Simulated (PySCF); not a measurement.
# Structure and specific rotation at 589.3 nm (origin-invariant length gauge)

Level of theory: TDDFT BHandHLYP/def2-SVPD circular dichroism and optical rotation, one conformer, gas phase (PySCF). Geometry: GFN2-xTB.

Each molecule in one low-energy conformer. The parent is CC[C@@H]1C[C@@H](F)[S@@]1=O.

The molecule is flexible and this is one conformer; a measurement averages over conformers.

**Question.** How does the specific rotation at 589.3 nm (origin-invariant length gauge) change along this series?
- CC[C@@H]1C[C@@H](F)[S@@]1=O (base)
- CC[C@H]1C[C@H](F)[S@@]1=O (diastereomer)
- CC[C@@H]1C[C@H](F)[S@@]1=O (diastereomer)
- CC[C@H]1C[C@@H](F)[S@@]1=O (diastereomer)

**Answer.** 
| molecule | [α]589 (deg dm⁻¹ (g/mL)⁻¹) | S1 (eV) | R(S1), velocity form (10⁻⁴⁰ esu² cm²) |
| --- | --- | --- | --- |
| CC[C@@H]1C[C@@H](F)[S@@]1=O | +174.8 | 5.43 | -7.6 |
| CC[C@H]1C[C@H](F)[S@@]1=O | -61.2 | 5.51 | +12.6 |
| CC[C@@H]1C[C@H](F)[S@@]1=O | +101.5 | 5.44 | +9.6 |
| CC[C@H]1C[C@@H](F)[S@@]1=O | +73.0 | 5.50 | -19.0 |

The specific rotation at 589.3 nm (origin-invariant length gauge) is lowest for CC[C@H]1C[C@H](F)[S@@]1=O and highest for CC[C@@H]1C[C@@H](F)[S@@]1=O.
